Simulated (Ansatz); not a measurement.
Ansatz (an electronic-structure program) input (PBE0/6-311+G**): The .json file is the Basis Set Exchange's 6-311+G**.

Ansatz 0.2 input:
```yaml
crystal:
  periodic: [false, false, false]
  atoms:
    - {symbol: O, position_ang: [-1.11126500, -0.41762200, -1.24335600]}
    - {symbol: Si, position_ang: [-0.11200200, -0.04641100, -0.13793600]}
    - {symbol: O, position_ang: [1.51897400, -0.18560200, -0.51048800]}
    - {symbol: F, position_ang: [-0.21784200, -0.87368400, 1.27585000]}
    - {symbol: F, position_ang: [-0.20103100, 1.47492500, 0.47196800]}
    - {symbol: H, position_ang: [2.07621200, 0.06437700, 0.23149700]}
basis:
  gaussian:
    orbitals: 6-311+G__.json
hamiltonian:
  xc: {name: PBE0}
total_charge: -1
output: {forces: true}
```

Output:

```
Functional definition: PBE0
integrals: 0.06 GiB planned
1043 factors; their error is unknown
mean field: 0.46 GiB planned
mean field evaluation 1: about -17413.5556 eV, gradient 5.9e1 eV
mean field evaluation 2: about -17389.1068 eV, gradient 1.2e2 eV
mean field evaluation 4: about -17419.4888 eV, gradient 7.1e0 eV
mean field evaluation 8: about -17419.5631 eV, gradient 1.2e-1 eV
mean field evaluation 16: about -17419.5563 eV, gradient 7.4e-5 eV
mean field -17419.55634087 eV, -640.1568881276 hartree, gradient 7.2e-5 eV, S^2 0.000000; 0 other end points of the search recorded, 0 dependent functions left out
the calculation of the forces begins
reference -17419.55638587 eV, -640.1568897813 hartree; 25, 25 occupied and 100, 100 virtual orbitals, 1043 factors
Total energy: -17419.55638587 eV, -640.1568897813 hartree
Atom 0 at    -1.111265    -0.417622    -1.243356 Å, force    -0.230632    -0.077111    -0.230108 eV/Å
Atom 1 at    -0.112002    -0.046411    -0.137936 Å, force     0.067897    -0.111586    -0.324588 eV/Å
Atom 2 at     1.518974    -0.185602    -0.510488 Å, force     0.223819     0.061670     0.184854 eV/Å
Atom 3 at    -0.217842    -0.873684     1.275850 Å, force     0.003221    -0.175658     0.349747 eV/Å
Atom 4 at    -0.201031     1.474925     0.471968 Å, force     0.007005     0.353065     0.168776 eV/Å
Atom 5 at     2.076212     0.064377     0.231497 Å, force    -0.071310    -0.050380    -0.148682 eV/Å
Dipole moment:     0.679548     0.220511     0.658452 e Å
```

The dipole moment of an ion depends on the origin.

The geometry given is a B3LYP-D3(BJ)/def2-TZVP minimum.
